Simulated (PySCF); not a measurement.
CH6BFSi, SMILES B[SiH2]CF (PBE/def2-SVP optimised geometry):

```
10

B      1.669     1.128    -1.536
Si     0.939     0.047     0.000
C     -0.980     0.047     0.000
F     -1.415     1.378     0.000
H      2.760     1.664    -1.491
H      1.044     1.212    -2.577
H      1.415    -1.378    -0.217
H      1.437     0.487     1.352
H     -1.406    -0.475     0.887
H     -1.373    -0.464    -0.909
```

Level of theory: PySCF with PBE/def2-TZVP.

Q: What are the frontier orbital energies and the dipole moment?

A: HOMO-2 -8.07 eV, HOMO-1 -7.32 eV, HOMO -6.99 eV, LUMO -3.53 eV, LUMO+1 -0.10 eV; dipole moment 1.31 D.

Meta-Löwdin charges at PBE/def2-TZVP: B1 -0.17, Si2 0.42, C3 -0.14, F4 -0.31, H5 0.04, H6 0.04, H7 -0.06, H8 -0.07, H9 0.12, H10 0.12.
